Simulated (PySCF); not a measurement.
A made-up structure of B2H2O2, singlet:

O1  (-0.040, -0.814, -1.884)
B2  (-0.216, -0.370, -0.648)
B3  (0.216, 0.370, 0.649)
O4  (0.040, 0.814, 1.884)
H5  (0.278, -1.386, -0.436)
H6  (-0.814, 0.602, 2.276)
(Å)

It is relaxed with PBE-D4/def2-SVP and then PBE0-D4/def2-TZVP (PySCF 2.14 with density fitting (its default auxiliary sets; JK sets also for MP2 and CCSD(T))). Atoms count as bonded within 1.22 times the sum of their covalent radii (H–H: 0.88 Å). The end point is not checked to be a true minimum.

(1) Does its bonding change? (Judge from chemistry; the calculation decides.)

Answers

(1) Computed: No: no bond forms or breaks.

Where it ends: The first stage lowers the energy by 2.51 eV in 28 steps. It ends as B₂H₂O₂ ([O][BH][B][OH]):
```
atom    x (Å)    y (Å)    z (Å)
  O1  -0.0234  -0.1515  -2.0858
  B2  -0.1361  -0.3148  -0.8612
  B3   0.2166   0.5318   0.6186
  O4   0.1941   0.5644   1.9028
  H5  -0.5946  -1.2500  -0.1679
  H6  -0.1492  -0.1331   2.4715
```

Labels in which every atom is bracketed show which atoms are joined, not bond orders.

For scale, one of the runs: PBE0-D4/def2-TZVP relaxation, 136 basis functions, launched by `OMP_NUM_THREADS=2 python run.py`. Time: 74 s of wall clock on 2 CPU threads of an Arm Neoverse V2; the host was shared. Peak host memory: 1.3 GiB.
